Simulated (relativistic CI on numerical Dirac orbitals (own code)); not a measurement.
**Level scheme of Tc XVIII**

Method of calculation: Dirac-Coulomb-Breit CI, separate exchange-only KLI orbitals for each configuration, a model potential for QED, unscaled Slater integrals (own radial code, finite nucleus).

Configurations in the expansion (outside the closed core [Ne]): 3s²3p⁶3d⁸, 3s²3p⁵3d⁹, 3s²3p⁴3d¹⁰, 3s3p⁶3d⁹, 3p⁶3d¹⁰, 3s²3p⁶3d⁷4s, 3s²3p⁶3d⁷4p, 3s3p⁵3d¹⁰, 3s²3p⁶3d⁷4d, 3s²3p⁶3d⁶4s², 3s²3p⁶3d⁷4f, 3s²3p⁵3d⁸4s, 3s²3p⁶3d⁶4s4p, 3s²3p⁴3d⁹4s, 3s²3p⁶3d⁷5s, 3s²3p⁶3d⁶4p². Levels of other configurations are missing.

The lowest level is 3s²3p⁶3d⁸ ³F4, with 98 % of that term; Hund's rules for 3s²3p⁶3d⁸ give ³F with J = 4, in agreement.

```csv
No.,Configuration,Term,J,E (cm⁻¹),%,Next component (%),jj configuration (%)
1,3s²3p⁶3d⁸,³F,4,0,98,2 ¹G,3d5/2^4 (90)
2,3s²3p⁶3d⁸,³F,3,27768,100,,3d3/2^3 3d5/2^5 (100)
3,3s²3p⁶3d⁸,³F,2,29334,49,40 ¹D,3d5/2^4 (72)
4,3s²3p⁶3d⁸,³P,2,56714,53,38 ³F,3d3/2^3 3d5/2^5 (46)
5,3s²3p⁶3d⁸,³P,0,74814,91,9 ¹S,3d5/2^4 (69)
6,3s²3p⁶3d⁸,³P,1,78053,100,,3d3/2^3 3d5/2^5 (100)
7,3s²3p⁶3d⁸,¹D,2,86466,51,36 ³P,3d3/2^2 3d5/2^6 (65)
8,3s²3p⁶3d⁸,¹G,4,91850,98,2 ³F,3d3/2^3 3d5/2^5 (90)
9,3s²3p⁶3d⁸,¹S,0,187687,91,9 ³P,3d3/2^2 3d5/2^6 (69)
10,3s²3p⁵3d⁹,³F°,4,1327225,100,,3p3/2^3 3d5/2^5 (100)
11,3s²3p⁵3d⁹,¹D°,2,1352417,73,15 ³F°,3p3/2^3 3d5/2^5 (76)
12,3s²3p⁵3d⁹,³F°,3,1385048,71,28 ³D°,3p3/2^3 3d3/2^3 3d5/2^6 (63)
13,3s²3p⁵3d⁹,³D°,2,1424025,48,32 ³P°,3p3/2^3 3d3/2^3 3d5/2^6 (74)
14,3s²3p⁵3d⁹,³P°,1,1432921,88,8 ³D°,3p3/2^3 3d3/2^3 3d5/2^6 (68)
15,3s²3p⁵3d⁹,³P°,0,1438258,100,,3p3/2^3 3d3/2^3 3d5/2^6 (100)
16,3s²3p⁵3d⁹,³D°,3,1455146,62,22 ³F°,3p3/2^3 3d5/2^5 (64)
17,3s²3p⁵3d⁹,³D°,1,1476410,62,35 ¹P°,3p3/2^3 3d5/2^5 (61)
18,3s²3p⁵3d⁹,³F°,2,1536318,63,22 ¹D°,3p1/2 3p3/2^4 3d3/2^3 3d5/2^6 (97)
19,3s²3p⁵3d⁹,³P°,2,1570476,47,45 ³D°,3p1/2 3p3/2^4 3d5/2^5 (97)
20,3s²3p⁵3d⁹,¹F°,3,1651708,84,9 ³D°,3p1/2 3p3/2^4 3d5/2^5 (71)
21,3s²3p⁵3d⁹,¹P°,1,1666157,61,29 ³D°,3p1/2 3p3/2^4 3d3/2^3 3d5/2^6 (91)
22,3s²3p⁶3d⁷4s,⁵F,5,2230655,92,7 ³G,3d5/2^3 4s (73)
23,3s²3p⁶3d⁷4s,⁵F,4,2243612,57,35 ³F,3d5/2^3 4s (61)
24,3s²3p⁶3d⁷4s,⁵F,3,2260925,88,7 ³F,3d3/2^3 3d5/2^4 4s (65)
25,3s²3p⁶3d⁷4s,³F,4,2262649,55,40 ⁵F,3d3/2^3 3d5/2^4 4s (74)
26,3s²3p⁶3d⁷4s,⁵F,2,2268155,85,11 ³D,3d3/2^2 3d5/2^5 4s (38)
27,3s²3p⁶3d⁷4s,⁵F,1,2272218,80,15 ³D,3d3/2^3 3d5/2^4 4s (40)
28,3s²3p⁶3d⁷4s,³F,3,2279713,79,11 ³D,3d3/2^3 3d5/2^4 4s (50)
29,3s²3p⁶3d⁷4s,³F,2,2284868,35,27 ³P,3d5/2^3 4s (74)
30,3s²3p⁶3d⁷4s,³F,2,2295232,46,34 ⁵P,3d3/2^3 3d5/2^4 4s (73)
31,3s²3p⁶3d⁷4s,⁵P,3,2296823,86,6 ³F,3d3/2^3 3d5/2^4 4s (63)
32,3s²3p⁶3d⁷4s,³P,1,2299063,43,34 ⁵P,3d5/2^3 4s (51)
33,3s²3p⁶3d⁷4s,³G,5,2304800,75,13 ³H,3d3/2^3 3d5/2^4 4s (64)
34,3s²3p⁶3d⁷4s,³G,4,2308846,47,22 ³H,3d3/2^3 3d5/2^4 4s (72)
35,3s²3p⁶3d⁷4s,³P,2,2313609,69,12 ³D,3d3/2^3 3d5/2^4 4s (43)
36,3s²3p⁶3d⁷4s,⁵P,1,2315184,44,27 ¹P,3d3/2^3 3d5/2^4 4s (72)
37,3s²3p⁶3d⁷4s,³P,0,2323355,100,,3d3/2^3 3d5/2^4 4s (100)
38,3s²3p⁶3d⁷4s,³G,3,2326165,93,4 ³F,3d3/2^3 3d5/2^4 4s (58)
39,3s²3p⁶3d⁷4s,³H,6,2329519,100,,3d3/2^3 3d5/2^4 4s (100)
40,3s²3p⁶3d⁷4s,¹G,4,2330660,52,38 ³G,3d3/2^3 3d5/2^4 4s (63)
41,3s²3p⁶3d⁷4s,³D,3,2332086,46,39 3s3p⁶3d⁹ ³D,3s 3d5/2^5 (39)
42,3s²3p⁶3d⁷4s,³H,5,2334662,59,39 ¹H,3d3/2^3 3d5/2^4 4s (96)
43,3s²3p⁶3d⁷4s,³P,2,2335167,45,23 ⁵P,3d3/2^2 3d5/2^5 4s (67)
44,3s²3p⁶3d⁷4s,³P,1,2339605,58,27 ³D,3d3/2^2 3d5/2^5 4s (58)
45,3s²3p⁶3d⁷4s,¹D,2,2341927,36,24 ³D,3d3/2^2 3d5/2^5 4s (49)
```

Energies count from the lowest computed level; ° marks odd parity. Filled j subshells are mostly left out of the jj labels.

The mean weight of the leading LS term, summed over parents, in these 45 levels is 70 %, and that of the leading jj configuration (from the same eigenvectors) 71 %.

At this charge energies of transitions that change n are usually good to better than 1 %, and those within a shell (Δn = 0) to a few per cent. Terms inside the open d or f shell come out 10 to 20 % too wide with unscaled integrals.

LS names give the leading component of a level, which can be under half, so a name can repeat, a term be missing and a line seem to break the LS rules.
